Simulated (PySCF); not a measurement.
# Titanium: a sound run and one with changed settings

Sound run: Ti²⁺ [Ar] 3d2, Ti³⁺ [Ar] 3d1. Computed with PySCF 2.14 in cc-pVDZ (6s5p3d1f, 43 functions), with no relativity, point nucleus. In the sound run the correlated levels freeze [Ar]. The sound run starts from symmetry-adapted Hartree-Fock orbitals and uses a fine grid where one is needed.

Changed run: initial guess 1e, at most 50 SCF cycles.

```
species  method  sound run (hartree)  changed run (hartree)  converged
   Ti²⁺     UHF           -847.73378             -847.68525        yes
   Ti²⁺     PBE           -848.36070             -848.36070        yes
   Ti²⁺    MN15           -848.58497             -848.57919        yes
   Ti²⁺     MP2           -847.73645             -847.69100        yes
   Ti³⁺     UHF           -846.73681             -846.73681        yes
   Ti³⁺     PBE           -847.30962             -847.30962        yes
   Ti³⁺    MN15           -847.55275             -847.55275        yes
```

Ionisation energy of Ti²⁺:

```tsv
method	sound run (eV)	changed run (eV)
UHF	27.129	25.808
PBE	28.601	28.601
MN15	28.088	27.931
MP2	27.202	25.965
SCS-MP2	27.153	25.860
```

The plain start fixes occupations by D2h representation alone, and Ti²⁺ at UHF, Ti²⁺ at MN15 landed in another state (other ⟨L²⟩ or ⟨S²⟩). 

For comparison, NIST gives 27.492 eV between the lowest levels.
